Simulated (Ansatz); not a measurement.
Consider the cleavage of the Si–B bond: `B[SiH](O)OC` + `O[SiH3]` → `CO[SiH](O)O[SiH3]` + BH₃.

Gas-phase electronic energies from Ansatz, PBE0-D4/def2-TZVP geometries. CCSD(T)/CBS is the MP2 limit (def2-TZVPP, def2-QZVPP) plus CCSD(T) − MP2 in def2-TZVPP, frozen cores. This one scheme is used for every species. DFT in def2-TZVPP. Each species was taken in one conformer, which may not be the lowest.

CCSD(T)/CBS gives -164.9 kJ/mol.

Question: Another level gave -161.4 kJ/mol. Which?
A. r2SCAN-D4/def2-TZVPP
B. PBE0-D4/def2-TZVPP
C. HF/def2-TZVPP
D. ωB97M-V/def2-TZVPP

Answer: A. r2SCAN-D4 -161.4, ωB97M-V -165.7, PBE0-D4 -150.9, HF/def2-TZVPP -187.6 kJ/mol.

Largest T1 diagnostic among the species: 0.012.

From PBE to PBE0 (25 % exact exchange), in def2-TZVPP and without D4, ΔE moves by −12.5 kJ/mol. In def2-TZVPP, CCSD(T) changes the Hartree–Fock value by +22.9 kJ/mol (the triples alone add +2.7 kJ/mol) and MP2 by +16.6 kJ/mol. The D4 term adds −6.7 kJ/mol with B3LYP and −4.0 kJ/mol with PBE0; it sums over pairs of atoms, weighted by their polarisabilities, and B3LYP, whose exchange is more repulsive, gets the larger term.

B3LYP here is the variant with VWN-RPA as its local correlation; programs differ in this.
